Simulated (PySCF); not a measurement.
A TDDFT job, as run on `BOBO[SiH3]`.

The calculation used PySCF, TDDFT PBE0/def2-SVPD, vertical, gas phase, core orbitals frozen in the response.

Input of the driver that calls PySCF (job settings, then Cartesian coordinates in Å):

```
{"job": {"kind": "uv", "xc": "PBE0", "basis": "def2-SVPD", "nstates": 6, "ntriplets": 2}, "charge": 0, "multiplicity": 1}
B      2.2715     0.3686     0.1850
O      1.3088    -0.2819    -0.3994
B      0.2577    -0.8725    -0.9253
O     -0.9885    -0.5895    -0.5196
Si    -1.9554     0.2722     0.4463
H      2.7682    -0.0762     1.1595
H      2.6521     1.3859    -0.2791
H      0.4018    -1.6801    -1.7743
H     -1.2785     0.7115     1.6704
H     -3.0364    -0.6649     0.7437
H     -2.3959     1.4297    -0.3331
```

The driver printed:

```
coarse grid: 9688 points
cycle   1  E = -492.5951650268  dE =  5.546e-01  |g| = 7.972e-01  |ddm| = 4.777e+00
cycle   2  E = -492.4123726493  dE =  1.828e-01  |g| = 1.258e+00  |ddm| = 2.167e+00
cycle   3  E = -492.7117690474  dE = -2.994e-01  |g| = 5.562e-02  |ddm| = 1.281e+00
cycle   4  E = -492.7124236254  dE = -6.546e-04  |g| = 2.656e-02  |ddm| = 1.771e-01
cycle   5  E = -492.7125763057  dE = -1.527e-04  |g| = 9.904e-03  |ddm| = 4.965e-02
cycle   6  E = -492.7125941071  dE = -1.780e-05  |g| = 1.872e-03  |ddm| = 1.199e-02
cycle   7  E = -492.7125948078  dE = -7.007e-07  |g| = 3.334e-04  |ddm| = 3.408e-03
final grid: 88992 points
cycle   8  E = -492.7912511197  dE = -2.955e-05  |g| = 8.650e-03  |ddm| = 6.633e-02
cycle   9  E = -492.7912354943  dE =  1.563e-05  |g| = 1.286e-02  |ddm| = 2.118e-02
cycle  10  E = -492.7912651510  dE = -2.966e-05  |g| = 5.032e-04  |ddm| = 1.200e-02
cycle  11  E = -492.7912652305  dE = -7.947e-08  |g| = 1.304e-04  |ddm| = 1.707e-03
cycle  12  E = -492.7912652321  dE = -1.610e-09  |g| = 9.469e-05  |ddm| = 2.246e-04
cycle  13  E = -492.7912652338  dE = -1.684e-09  |g| = 1.642e-05  |ddm| = 1.044e-04
cycle  14  E = -492.7912652338  dE = -5.116e-11  |g| = 2.564e-06  |ddm| = 2.467e-05
converged SCF energy = -492.7912652338

Static polarisability (au): isotropic 61.524, principal 52.718 58.989 72.864

Singlet excitations
state   eV       nm        f      main configurations
  1   5.9283    209.1   0.00005   H->L 0.95
  2   7.4173    167.2   0.00299   H-1->L 0.87, H->L+1 0.09
  3   7.4242    167.0   0.00025   H->L+1 0.83, H-1->L 0.10
  4   7.7111    160.8   0.06823   H-1->L+1 0.82, H->L+2 0.12
  5   7.7516    159.9   0.17234   H->L+2 0.82, H-1->L+1 0.10
  6   7.8496    157.9   0.00335   H-2->L 0.89

Triplet excitations (Tamm-Dancoff, eV): 5.3308 7.0112
```

The SCF starts on a coarse grid; the energy jumps when the final grid takes over, and dE counts afresh there. The run used 158 basis functions and 14 SCF iterations for the ground state.

The run took 15 s on one thread, Arm Neoverse V1 (aarch64), shared host with 64 logical CPUs at a one-minute load of 37, and the process peaked at 0.68 GiB of memory.

**Question.** What transition dipole does the oscillator strength of state 5, the strongest, imply?

**Answer.** From f = (2/3)·ΔE·|μ|² in atomic units, ΔE = 0.2849 Eh and f = 0.1723 give |μ| = 0.95 au (2.42 D).

Isolated species at its GFN2-xTB geometry (one conformer only).
